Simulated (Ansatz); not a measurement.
A run for Ansatz (a first-principles code): R-r2SCAN/def2-TZVPP on CH4GeO (SMILES [CH3][Ge][OH]), a point of a torsion scan.

Ansatz 0.2 input:
```yaml
crystal:
  periodic: [false, false, false]
  atoms:
    - {symbol: C, position_ang: [-0.88327248, -0.06171975, -0.01017768]}
    - {symbol: Ge, position_ang: [0.50957235, 1.31628996, -0.57726852]}
    - {symbol: O, position_ang: [1.86044977, 0.47429798, 0.24668055]}
    - {symbol: H, position_ang: [-0.83835184, -0.91127421, -0.69276057]}
    - {symbol: H, position_ang: [-1.90123195, 0.32722385, -0.03326366]}
    - {symbol: H, position_ang: [-0.67363592, -0.43267537, 0.99123134]}
    - {symbol: H, position_ang: [2.75804878, 0.52477626, -0.07052363]}
basis:
  gaussian:
    orbitals: def2-TZVPP
hamiltonian:
  xc: {name: r2SCAN}
scf: {lower_state_search: off}
```

The head of its log:

```
WARN ansatz: RAYON_NUM_THREADS=1 ignored (pool sized by the plan → 1); use --threads N
Functional definition: r2SCAN
these checks for a lower state are left out or cut short: stability, starts, cluster_reference, orbital_swaps, neighbouring_geometries, increment
integrals: 0.07 GiB planned
925 factors; their error is unknown
mean field: 0.55 GiB planned
mean field evaluation 1: about -59653.2328 eV, gradient 8.4e1 eV
mean field evaluation 2: about -59573.2315 eV, gradient 1.8e2 eV
```

Q: What total energy does the run end on?

A: -2192.7238 hartree.
